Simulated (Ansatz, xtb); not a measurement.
**Ranking isomers of C6H6OS**

3 gas-phase structures of C6H6OS, from a drawn sample of its isomers (lower ones may exist). Each was relaxed with GFN2-xTB:

A. `Oc1cccc(S)c1`, a singlet
B. `Oc1ccc(S)cc1`, a singlet
C. `Oc1ccccc1S`, a singlet

Q: Make a reasoned guess at their ranking by r2SCAN-D4/def2-SVP single-point energy.

A: Calculated order at r2SCAN-D4/def2-SVP: A (0.000), C (0.035), B (0.061) eV. Less than 1 kcal/mol parts A and C; C and B, so the order within those pairs means little. CCSD(T)/def2-SVP + ΔMP2/def2-TZVPP after further relaxation puts C lowest instead.

Energies above the lowest of each column, in eV; the last columns are at B3LYP/def2-SVP geometries:

```csv
structure,GFN2-xTB,HF/STO-3G,r2SCAN-D4/def2-SVP,B3LYP/def2-SVP,CCSD(T)/def2-SVP + ΔMP2/def2-TZVPP
A,0.000,0.000,0.000,0.142,0.124
C,0.033,0.095,0.035,0.000,0.000
B,0.033,0.045,0.061,0.191,0.167
```

CCSD(T)/def2-SVP + ΔMP2/def2-TZVPP puts C lowest; GFN2-xTB picks A, HF/STO-3G picks A, r2SCAN-D4/def2-SVP picks A. CCSD(T)/def2-SVP + ΔMP2/def2-TZVPP orders those it was run on as C (0.000), A (0.124), B (0.167) eV. Less than 1 kcal/mol parts A and B, so the order within that pair means little. Flexible structures stand in one conformer each, not always the lowest. Frequencies (GFN2-xTB) were run for A, B alone. ΔMP2 is the change of the MP2 energy from the smaller to the larger basis.

Programs: Ansatz 0.2.0, xtb 6.7.1.
